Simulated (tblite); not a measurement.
C7H8OSi.
Numbering: `[CH3:1][C@@H:2]1[SiH2:3][CH:4]=[C:5]1[C:6]#[C:7][CH:8]=[O:9]` (hydrogens: H10, H11, H12 on C1; H13 on C2; H14, H15 on Si3; H16 on C4; H17 on C8)

Structure optimised with GFN2-xTB, isolated species.

(1) Give the optimised bond lengths and angles.

Results:

(1) 
```tsv
bond	length (Å)	order
C1–C2	1.521	single
C2–Si3	1.939	single
Si3–C4	1.890	single
C4=C5	1.350	double
C5–C6	1.395	single
C6≡C7	1.213	triple
C7–C8	1.420	single
C8=O9	1.206	double
C2–C5	1.518	single
C1–H10, C1–H11, C1–H12	1.089	single
C2–H13	1.093	single
Si3–H14	1.460	single
Si3–H15	1.460	single
C4–H16	1.078	single
C8–H17	1.111	single
```

Bonds in one row agree within 0.01 Å and their mean is given. Orders are formal, as drawn. A selection of angles:
```tsv
angle	degrees
C2–C1–H10	110.5
C2–C1–H11	110.7
H10–C1–H11	108.5
C1–C2–Si3	119.3
C1–C2–C5	113.7
C1–C2–H13	108.8
Si3–C2–C5	87.2
Si3–C2–H13	115.5
C5–C2–H13	110.8
C2–Si3–C4	73.2
C2–Si3–H14	115.3
C2–Si3–H15	116.6
C4–Si3–H14	116.2
C4–Si3–H15	117.5
H14–Si3–H15	112.7
Si3–C4–C5	94.3
Si3–C4–H16	139.3
C5–C4–H16	126.4
C4–C5–C6	129.8
C2–C5–C4	105.3
C2–C5–C6	124.9
C5–C6–C7	178.9
C6–C7–C8	179.7
C7–C8–O9	125.8
C7–C8–H17	112.6
O9–C8–H17	121.6
```

Dihedral angles: C1–C2–Si3–C4 -116° (anticlinal); C2–Si3–C4–C5 1° (synperiplanar); Si3–C4–C5–C6 178° (antiperiplanar); C1–C2–C5–C4 122° (anticlinal).

Si3 (SiH2 silicon) has angles from 73.2° to 117.5°. Of the pairs four or more bonds apart, C6···H12 is among the closest relative to their van der Waals radii: 2.97 Å, 103 % of the sum of Bondi's values. The C–C distances run from 1.213 Å (C6≡C7, drawn triple) to 1.521 Å (C1–C2, drawn single), a spread of 0.308 Å. The 4-membered ring C2–Si3–C4–C5 has internal angles of 73.2° to 105.3° (sum 360°, against 360° for a flat polygon); it is planar, 0.00 Å rms from its mean plane, widest ring torsion 1°. The 2 C–Si bonds span 1.890 Å (Si3–C4, drawn single) to 1.939 Å (C2–Si3, drawn single), a spread of 0.049 Å.

Point group: C1 (no symmetry element, even within 0.4 Å). Its lowest GFN2-xTB frequency is 14 cm⁻¹, too small to tell a flat minimum from a shallow saddle.

All values are computed, not measured.
